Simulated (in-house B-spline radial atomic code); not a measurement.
RPA and G0W0 for Ar⁷⁺, [Ne] 3s1, highest spin, as one setting changes: the share of exact exchange in the PBE hybrid start. A dash marks a level of low quasi-particle weight. Computed with a B-spline radial code for spherical atoms: all electrons, non-relativistic, point nucleus, each spin shell either full or empty, empty states to l = 9 with an (l + 1/2)⁻⁴ tail; G0W0 by contour deformation at full frequency.

```tsv
share of exact exchange in the PBE hybrid start	mean-field level (eV)	G0W0 level (eV)	RPA correlation (Eh)
0	-135.39	3s up -144.39	-0.67665
0.1	-136.16	3s up -144.33	-0.66966
0.2	?	?	?
0.3	-137.69	3s up -144.23	-0.65674
0.4	-138.45	3s up -144.18	-0.65072
0.5	-139.22	3s up -144.14	-0.64494
0.6	-139.98	3s up -144.09	-0.63937
0.7	-140.74	3s up -144.05	-0.63398
0.8	-141.50	3s up -144.02	-0.62877
0.9	?	?	?
1	-143.01	3s up -143.95	-0.61881
```

Q: What belongs in the row for 0.2?

A: mean-field level (eV): -136.92; G0W0 level (eV): 3s up -144.28; RPA correlation (Eh): -0.66304.

Q: What belongs in the row for 0.9?

A: mean-field level (eV): -142.26; G0W0 level (eV): 3s up -143.98; RPA correlation (Eh): -0.62372.
